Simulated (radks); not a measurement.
Species: neutral indium. Configuration: [Kr] 4d10 5s2 5p1. All-electron calculation, scalar-relativistic Kohn-Sham, Slater X-alpha with alpha = 0.956, spin-polarised, spherical densities, point nucleus; open shells are filled with parallel spins first (spin-orbit coupling, left out, can overturn this in heavy ions). Program: a radial shooting solver on a logarithmic mesh with Libxc functionals. Some entries of the table are withheld. Estimate them.

orbital,occ.,eigenvalue (eV),<r> (bohr)
1s up,1,-27909.70,0.02967
1s down,1,-27909.69,0.02967
2s down,1,-4208.219,0.1281
2s up,1,-4208.215,0.1281
2p up,3,-3788.159,0.1116
2p down,3,-3788.155,0.1116
3s up,1,-807.8047,0.3464
3s down,1,-807.7959,0.3464
3p up,3,-669.0244,0.3442
3p down,3,-669.0145,0.3442
3d up,5,-452.4013,0.3205
3d down,5,-452.3957,0.3204
4s up,1,-125.8957,0.8386
4s down,1,-125.8894,0.8385
4p up,3,(1),0.9081
4p down,3,(2),0.9075
4d up,5,-23.1629,1.141
4d down,5,-23.0290,1.133
5s up,1,-10.2604,2.500
5s down,1,-9.0472,2.445
5p up,1,-3.9681,(3)
5p down,0,-2.4682,(4)

Answer. 
(1) 4p up eigenvalue (eV): -83.9838
(2) 4p down eigenvalue (eV): -83.9650
(3) 5p up <r> (bohr): 3.341
(4) 5p down <r> (bohr): 3.342
